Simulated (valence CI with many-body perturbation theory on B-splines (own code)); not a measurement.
**Energy levels of Ge¹⁷⁺**

Method: relativistic CI+MBPT: five valence electrons over a frozen Dirac-Fock core [Ne], radial functions for each j: 9 s, 9 p, 8 d, 6 f, 3 g, 1 h, with the one-electron correlation potential Σ1 (screened to all orders), the two-electron term Σ2, the three-electron term Σ3, Breit, model QED; selected single and double excitations, second order for the rest (own B-spline code, finite nucleus).

No measured spectrum was set against this ion. As an estimate, levels of excited configurations hold to 0.05 to 0.15 % of their energy, terms of the ground configuration to about 0.5 %. Among the levels kept, up to 460 cm⁻¹ of a level comes from second order outside the variational space, and about a tenth of that is noise between levels of different J, which matters for small intervals.

Levels 1 to 45 of 47, with energies above the lowest level, 3s2.3p3 4S°_3/2. "Leading %" is the weight of the configuration and term that name the level; weights of strongly mixed levels are sums over their largest components and can fall short. Lifetimes count E1, E2, E3, M1 and M2 decay at the calculated energies, and are blank where another channel may lead or the interval is too uncertain; long ones can be off by a factor of two.

| No. | Configuration | Term | J | E (cm⁻¹) | Leading % | Second component | Lifetime | g |
| --- | --- | --- | --- | --- | --- | --- | --- | --- |
| 1 | 3s2.3p3 | 4S° | 3/2 | 0 | 83 | 11 % 3s2.3p3 2P° |  | 1.886 |
| 2 | 3s2.3p3 | 2D° | 3/2 | 56437 | 72 | 15 % 3s2.3p3 2P° | 740 μs | 0.999 |
| 3 | 3s2.3p3 | 2D° | 5/2 | 73877 | 97 |  | 5.63 ms | 1.199 |
| 4 | 3s2.3p3 | 2P° | 1/2 | 112690 | 96 |  | 286 μs | 0.664 |
| 5 | 3s2.3p3 | 2P° | 3/2 | 142650 | 70 | 22 % 3s2.3p3 2D° | 118 μs | 1.246 |
| 6 | 3s.3p4 | 4P | 5/2 | 407350 | 85 | 9 % 3s2.3p2.3d 4P | 315 ps | 1.580 |
| 7 | 3s.3p4 | 4P | 3/2 | 436600 | 85 | 10 % 3s2.3p2.3d 4P | 258 ps | 1.705 |
| 8 | 3s.3p4 | 4P | 1/2 | 445960 | 83 | 10 % 3s2.3p2.3d 4P | 232 ps | 2.629 |
| 9 | 3s.3p4 | 2D | 3/2 | 505840 | 68 | 19 % 3s2.3p2.3d 2D | 130 ps | 0.865 |
| 10 | 3s.3p4 | 2D | 5/2 | 516410 | 73 | 19 % 3s2.3p2.3d 2D | 162 ps | 1.217 |
| 11 | 3s2.3p2.3d | 2P | 3/2 | 573480 | 48 | 38 % 3s.3p4 2P | 71.4 ps | 1.279 |
| 12 | 3s.3p4 | 2S | 1/2 | 579790 | 34 | 28 % 3s.3p4 2P | 50.3 ps | 1.264 |
| 13 | 3s2.3p2.3d | 4F | 3/2 | 602060 | 84 | 6 % 3s2.3p2.3d 4D | 457 ps | 0.488 |
| 14 | 3s2.3p2.3d | 4F | 5/2 | 614050 | 78 | 15 % 3s2.3p2.3d 4D | 853 ps | 1.087 |
| 15 | 3s.3p4 | 2S | 1/2 | 623350 | 40 | 22 % 3s2.3p2.3d 2P | 90.4 ps | 1.276 |
| 16 | 3s2.3p2.3d | 2F | 5/2 | 632850 | 74 | 14 % 3s2.3p2.3d 4D | 1.66 ns | 0.952 |
| 17 | 3s2.3p2.3d | 4F | 7/2 | 633330 | 87 | 9 % 3s2.3p2.3d 4D | 9.14 ns | 1.247 |
| 18 | 3s2.3p2.3d | 2F | 7/2 | 646150 | 52 | 40 % 3s2.3p2.3d 4D | 8.92 ns | 1.253 |
| 19 | 3s2.3p2.3d | 4D | 1/2 | 649060 | 81 | 8 % 3s.3p4 2P | 153 ps | 0.169 |
| 20 | 3s2.3p2.3d | 4D | 3/2 | 649200 | 84 | 8 % 3s2.3p2.3d 4F | 199 ps | 1.141 |
| 21 | 3s2.3p2.3d | 4F | 9/2 | 652230 | 88 | 10 % 3s2.3p2.3d 2G |  | 1.309 |
| 22 | 3s2.3p2.3d | 4D | 5/2 | 662630 | 61 | 22 % 3s2.3p2.3d 2F | 277 ps | 1.223 |
| 23 | 3s2.3p2.3d | 4D | 7/2 | 691390 | 47 | 35 % 3s2.3p2.3d 2F | 5.11 ns | 1.268 |
| 24 | 3s2.3p2.3d | 2G | 7/2 | 718760 | 83 | 11 % 3s2.3p2.3d 2F | 516 ps | 0.930 |
| 25 | 3s.3p4 | 2P | 3/2 | 719320 | 42 | 40 % 3s2.3p2.3d 2P | 9.17 ps | 1.264 |
| 26 | 3s2.3p2.3d | 2G | 9/2 | 731420 | 88 | 10 % 3s2.3p2.3d 4F |  | 1.133 |
| 27 | 3s2.3p2.3d | 4P | 5/2 | 731750 | 76 | 7 % 3s.3p4 4P | 8.05 ps | 1.550 |
| 28 | 3s2.3p2.3d | 4P | 3/2 | 740950 | 65 | 10 % 3s2.3p2.3d 2P | 8.42 ps | 1.557 |
| 29 | 3s2.3p2.3d | 4P | 1/2 | 745040 | 58 | 14 % 3s2.3p2.3d 2P | 7.97 ps | 2.140 |
| 30 | 3s2.3p2.3d | 2D | 3/2 | 757990 | 67 | 14 % 3s2.3p2.3d 4P | 27.4 ps | 0.983 |
| 31 | 3s2.3p2.3d | 2P | 1/2 | 760810 | 38 | 32 % 3s.3p4 2P | 8.11 ps | 1.139 |
| 32 | 3s2.3p2.3d | 2D | 5/2 | 783110 | 78 | 11 % 3s.3p4 2D | 10.5 ps | 1.211 |
| 33 | 3s2.3p2.3d | 2D | 3/2 | 799050 | 71 | 15 % 3s.3p4 2D | 8.18 ps | 0.869 |
| 34 | 3s2.3p2.3d | 2D | 5/2 | 806360 | 81 | 12 % 3s2.3p2.3d 2F | 26.6 ps | 1.162 |
| 35 | 3s2.3p2.3d | 2P | 1/2 | 812440 | 77 | 12 % 3s2.3p2.3d 2S | 10.2 ps | 0.860 |
| 36 | 3s2.3p2.3d | 2F | 5/2 | 817540 | 57 | 32 % 3s2.3p2.3d 2D | 7.05 ps | 1.006 |
| 37 | 3s2.3p2.3d | 2F | 7/2 | 835130 | 94 |  | 6.64 ps | 1.138 |
| 38 | 3s2.3p2.3d | 2P | 3/2 | 839550 | 78 | 5 % 3s2.3p2.3d 2D | 9.46 ps | 1.285 |
| 39 | 3s2.3p2.3d | 2S | 1/2 | 843770 | 61 | 13 % 3s.3p4 2S | 8.97 ps | 1.851 |
| 40 | 3s2.3p2.3d | 2D | 3/2 | 876700 | 92 |  | 7.79 ps | 0.817 |
| 41 | 3s2.3p2.3d | 2D | 5/2 | 877760 | 67 | 26 % 3s2.3p2.3d 2F | 7.38 ps | 1.114 |
| 42 | 3s.3p3.3d | 6D° | 1/2 | 924330 | 96 |  | 3.73 ns | 3.305 |
| 43 | 3s.3p3.3d | 6D° | 3/2 | 925190 | 96 |  | 3.10 ns | 1.849 |
| 44 | 3s.3p3.3d | 6D° | 5/2 | 926450 | 95 |  | 4.17 ns | 1.641 |
| 45 | 3s.3p3.3d | 6D° | 7/2 | 928290 | 94 |  | 7.68 ns | 1.572 |

Names give the largest LS component (configuration and term), which can be under half, so a name can repeat, a term be missing and a line seem to break the LS rules; names also repeat where a configuration has a term twice.

The ionisation energy to 3s2.3p2 3P_0 of the next ion comes out as 656.46 eV (NIST: 662.8 ± 1.9 eV (semi-empirical), further off than twice its uncertainty). All 47 levels together are meant to be complete up to 969600 cm⁻¹.
